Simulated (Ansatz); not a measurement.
Ge$_{4}$H$_{10}$, SMILES `[GeH3][GeH2][GeH2][GeH3]`. The species carries charge 0 and has multiplicity 1. All single points use the PBE0-D4/def2-TZVP geometry. It is one conformer, not always the lowest.

```xyz
14

Ge   -1.050   -2.175   -0.035
Ge    0.101   -0.677   -1.554
Ge    1.374    0.954   -0.289
Ge   -0.040    1.970    1.396
H    -2.059   -1.378    0.809
H    -0.039   -2.839    0.914
H    -1.805   -3.273   -0.801
H     1.027   -1.477   -2.488
H    -0.936    0.057   -2.425
H     1.945    2.036   -1.225
H     2.557    0.248    0.400
H    -1.284    2.587    0.736
H    -0.502    0.897    2.397
H     0.710    3.071    2.164
```

(1) What is the dipole moment at PBE/def2-TZVPP? (Best estimate.)

(2) And with r2SCAN, B3LYP, ωB97M-V? (An estimate is asked.)

(3) Give the Mulliken charges with PBE, ωB97M-V, r2SCAN in def2-TZVPP. (Estimate.)

Answers

(1) The calculation gave: 0.09 D, with components (0.06, 0.01, -0.07) D in this frame, pointing from negative to positive charge.

(2) Computed: r2SCAN 0.08 D, B3LYP 0.12 D, ωB97M-V 0.10 D.

(3) Ansatz gave: 
```
atom    PBE  ωB97M-V  r2SCAN
 Ge1   0.02    -0.05    0.04
 Ge2  -0.01    -0.09   -0.03
 Ge3  -0.01    -0.09   -0.03
 Ge4   0.02    -0.05    0.04
  H5   0.00     0.03    0.00
  H6   0.00     0.02    0.00
  H7   0.00     0.02   -0.01
  H8   0.00     0.03    0.00
  H9   0.00     0.04    0.00
 H10   0.00     0.03    0.00
 H11   0.00     0.04    0.00
 H12   0.00     0.02    0.00
 H13   0.00     0.03    0.00
 H14   0.00     0.02   -0.01
```

B3LYP here is the variant with VWN-RPA as its local correlation; programs differ in this.
